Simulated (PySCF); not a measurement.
Ligands exchanged one at a time, Al CH3-I. Isolated molecules, 0 K electronic values unless said otherwise. Strings in code marks are SMILES.

Calculation: ωB97X-D3(BJ)/def2-TZVP // PBE0-D3(BJ)/def2-TZVP (PySCF). Delta-SCF ions had no search for a lower state. Excitations are Tamm–Dancoff values on a coarser integration grid. The basis has no diffuse functions, so Rydberg states are missing or too high.

```
species                                           T1 excitation (TDA) (eV)  dipole moment (D)  vertical ionisation energy (Delta-SCF) (eV)  HOMO (eV)  HOMO–LUMO gap (eV)
------------------------------------------------  ------------------------  -----------------  -------------------------------------------  ---------  ------------------
0 of 3 CH3 replaced by I                                              5.74               0.00                                         9.88     -10.00                   ?
1 of 3 CH3 replaced by I (`[CH3][Al]([CH3])[I]`)                         ?               2.21                                         9.59      -9.62               10.53
2 of 3 CH3 replaced by I                                                 ?               1.71                                         9.85      -9.87                   ?
3 of 3 CH3 replaced by I                                              4.99                  ?                                        10.01      -9.99                9.95
```

Problem. What belongs in the gaps?

Solution. 
- 0 of 3 CH3 replaced by I, HOMO–LUMO gap (eV): 11.51
- 1 of 3 CH3 replaced by I (`[CH3][Al]([CH3])[I]`), T1 excitation (TDA) (eV): 5.39
- 2 of 3 CH3 replaced by I, T1 excitation (TDA) (eV): 5.36
- 2 of 3 CH3 replaced by I, HOMO–LUMO gap (eV): 10.27
- 3 of 3 CH3 replaced by I, dipole moment (D): 0.00
